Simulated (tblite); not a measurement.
Species: C₆H₆P₂.
Cartesian coordinates in Å at the GFN2-xTB level; atoms count from 1:
```
atom  x, y, z in Å
P1     3.585   -0.713    0.001
P2     1.954   -1.901   -0.241
C3     0.532   -0.760   -0.114
C4     0.414    0.374   -0.914
C5    -0.697    1.188   -0.806
C6    -1.699    0.883    0.100
C7    -1.594   -0.250    0.891
C8    -0.492   -1.076    0.775
H9     2.936    0.518    0.183
H10    1.193    0.611   -1.627
H11   -0.782    2.064   -1.434
H12   -2.564    1.523    0.186
H13   -2.376   -0.494    1.594
H14   -0.410   -1.966    1.383
```

Calculated harmonic vibrations of the isolated species, GFN2-xTB (tblite), most abundant isotopes, no scaling. Errors from tens to a few hundred cm⁻¹ against measured bands are possible. Modes of hydrogen on phosphorus can be 10 to 20 % off. One conformer, not necessarily the lowest.

Harmonic wavenumbers (cm⁻¹): 46.8, 104.2, 178.0, 247.6, 360.4, 383.4, 434.5, 474.5, 584.6, 654.7, 666.2, 690.7, 737.2, 781.0, 871.3, 896.3, 925.2, 930.7, 967.0, 1080.8, 1108.7, 1117.5, 1180.2, 1197.8, 1275.5, 1314.4, 1421.1, 1448.3, 1573.1, 1583.4, 2181.3, 3047.0, 3066.5, 3077.7, 3083.3, 3095.0.

A = 3613, B = 862.6, C = 753.7 MHz; mass 139.994 u (most abundant isotopes); point group C1, symmetry number 1.

Task: What is the zero-point energy?

Result: ½Σν̃ = 21393 cm⁻¹ = 61.17 kcal/mol.

Task: What is S at 298.15 K and 1 bar for an ideal gas of classical rigid rotors and harmonic oscillators?

Result: Translation 40.75, rotation 29.31, vibration 19.16: S = 89.2 cal/(mol K).

Task: And Cp and H(298.15 K) − H(0)?

Result: Cp = 30.69 cal/(mol K), of which vibrations give 22.75 (their classical limit is 36 R = 71.5); H(298.15 K) − H(0) = 5.50 kcal/mol without the zero-point energy, 3.13 from vibrations.

Task: What must be added to the electronic energy to get the Gibbs energy at 298.15 K and 1 bar?

Result: ZPE + [H(298.15 K) − H(0)] − T·S = 61.17 + 5.50 − 26.60 = 40.07 kcal/mol.

Task: How do the functions run with temperature in this model?

Result: 
```tsv
T (K)	S (cal/(mol K))	Cp (cal/(mol K))	H − H(0) (kcal/mol)	G − H(0) (kcal/mol)	ln q(vib)
50	57.9	11.1	0.46	-2.43	0.36
100	66.6	14.3	1.10	-5.56	1.09
373.15	96.8	36.8	8.03	-28.08	5.72
500	108.8	45.3	13.27	-41.13	8.07
750	129.4	56.3	26.09	-70.98	12.69
1000	146.6	62.9	41.05	-105.55	17.02
```

q(vib) and H(0) count from the zero-point level.

Hindered rotation and anharmonicity are outside this model. Other conformers, if any are populated, would add a mixing term that is left out. The structure is chiral; the term R ln 2 for an equal mix with its mirror image is left out.
